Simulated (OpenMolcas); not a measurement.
**Ionisation energies of calcium**

| Property | Result |
| --- | --- |
| Program | OpenMolcas |
| Basis | ANO-RCC-VDZP [5s4p1d] |
| Scalar Hamiltonian | DKH2, point nucleus |
| Spin-orbit coupling | RASSI with atomic mean-field integrals over the reference wave functions, term energies averaged over their components |

Active shells in each charge state: the valence s, p, d shells, with orbitals averaged over the low states. Where CASPT2's correlated closed shells are named, they are those of the first ion.

A. CASSCF
B. SS-CASPT2, IPEA 0.25 Eh, imaginary shift 0.1 Eh (closed shells correlated: 3s 3p)
C. SS-CASPT2, IPEA 0.25 Eh, imaginary shift 0.1 Eh (closed shells correlated: none)
D. SS-CASPT2, IPEA 0 Eh, imaginary shift 0.1 Eh (closed shells correlated: 3s 3p)
E. SS-CASPT2, IPEA 0.25 Eh, imaginary shift 0.1 Eh (closed shells correlated: 2s 2p 3s 3p)

Energies in eV between the lowest computed levels, named as in B; reference values from the NIST Atomic Spectra Database with their kind.

| From | To | A | B | C | D | E | Spin-orbit share in B | Reference |
| --- | --- | --- | --- | --- | --- | --- | --- | --- |
| Ca 4s² ¹S₀ | Ca+ 4s ²S_1/2 | 5.826 | 5.893 | 5.839 | 5.891 | 5.893 | +0.000 | 6.113 (measured) |
| Ca+ 4s ²S_1/2 | Ca2+ 3p⁶ ¹S₀ | 11.353 | 11.660 | 11.353 | 11.680 | 11.661 | +0.000 | 11.872 (measured) |

Error against the reference values, in %:

| From | Reference | A | B | C | D | E |
| --- | --- | --- | --- | --- | --- | --- |
| Ca | measured | -4.7 | -3.6 | -4.5 | -3.6 | -3.6 |
| Ca+ | measured | -4.4 | -1.8 | -4.4 | -1.6 | -1.8 |

Mean absolute error over the 2 measured values: A 0.40 eV, B 0.22 eV, C 0.40 eV, D 0.21 eV, E 0.22 eV.

The lowest level within the active space need not be the ion's true ground level.
